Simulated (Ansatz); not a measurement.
```xyz
7

Cl   -1.728   -1.186   -1.536
Ge   -0.621    0.320   -0.512
C     0.622   -0.176    0.821
O     1.162   -0.001   -0.501
H    -1.009    1.704   -1.009
H     0.969    0.544    1.561
H     0.605   -1.205    1.177
```

Total charge 0; spin multiplicity 1.

Question: List the ωB97M-V/def2-TZVPP orbital energies in eV (Ansatz). (Estimate.)

Answer: Computed: Occupied: -10867.84, -2772.16, -1363.62, -1211.37, -1211.35, -1211.31, -526.10, -283.29, -262.54, -200.03, -199.88, -199.88, -175.47, -124.76, -124.74, -124.64, -37.68, -37.57, -37.50, -37.47, -37.44, -30.88, -25.85, -21.03, -18.16, -15.86, -14.87, -13.64, -13.21, -12.22, -11.69, -10.59, -9.65. Lowest empty: 0.80, 1.81, 2.75, 3.54, 4.29, 4.58, 5.28, 5.79.
